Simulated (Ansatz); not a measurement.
The first iterations of a band of GeH₄O₂Se (8 atoms, charge 0, multiplicity 1).

Level of theory: Ansatz 0.2.0, RKS B3LYP/def2-SVP.

```json
{"movable images": "5", "climbing image": "yes", "spring": "5.0 eV/Å²", "optimiser": "quadratic models (default)", "start path": "through a guess of the saddle point", "force threshold": "0.05 eV/Å", "iteration limit": "60", "end points": "relaxed"}
```

First end point:

```xyz
8
Properties=species:S:1:pos:R:3
O -0.735 1.246 -0.760
Ge 0.229 0.139 0.252
O 1.703 -0.371 -0.613
Se -0.822 -1.941 0.635
H -1.106 0.805 -1.537
H 0.520 0.978 1.508
H 2.219 0.382 -0.932
H -1.916 -1.295 1.390
```

Last end point:

```xyz
8
Properties=species:S:1:pos:R:3
O -0.787 1.070 -0.856
Ge 0.310 0.043 1.037
O 1.476 -0.261 -0.376
Se -0.803 -2.085 0.759
H -0.634 2.027 -0.885
H -0.025 0.679 -1.332
H 2.281 0.268 -0.279
H -1.725 -1.798 1.877
```

| iteration | highest image above the first end (eV) | largest band force component (eV/Å) |
| --- | --- | --- |
| 1 | 10.761 | 27.104 |
| 2 | 3.220 | 6.438 |
| 3 | 2.650 | 3.538 |
| 4 | 2.431 | 0.966 |
| 5 | 2.139 | 1.508 |
| 6 | 1.858 | 1.330 |
| 7 | 1.673 | 0.717 |
| 8 | 1.789 | 0.783 |
| 9 | 1.722 | 1.359 |
| 10 | 2.156 | 1.442 |
| 11 | 2.667 | 1.398 |
| 12 | 2.509 | 0.772 |
| 13 | 2.469 | 0.419 |

Question: Does the band converge within its limit, and where does its top end?

Answer: It converged. It ended after 40 iterations with the highest image 2.309 eV above the first end. The profile has 2 maxima (images 3, 5) with wells between them (image 4): this band takes more than one step, which may be the mechanism or a detour left from its start path. Neighbouring images differ by up to 2.0 eV, so the band resolves the path poorly. A vibrational analysis at the climbing image gives one clearly imaginary mode, 1361i cm⁻¹: a first-order saddle point. The orbitals stay closed-shell, which can raise the energy where a bond breaks towards radicals; this wasn't checked here.

Run time: 12 min on 2 threads of Arm Neoverse V1 (shared host), peak memory 0.31 GiB.
